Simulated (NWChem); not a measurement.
System: C3H7NSi; SMILES C[C@H]([SiH3])C#N

All runs: NWChem. All runs use the structure optimised with B3LYP/6-31G* (spherical d). B3LYP is NWChem's, with the RPA form of VWN correlation.

For level PBE/def2-TZVP:

- highest occupied level (eV) = -7.43
- orbital gap (eV) = 6.54

Task: How do the values read with level B3LYP/def2-TZVP instead?

Result: The highest occupied level (eV) is -8.46 and the orbital gap (eV) comes out as 8.19.
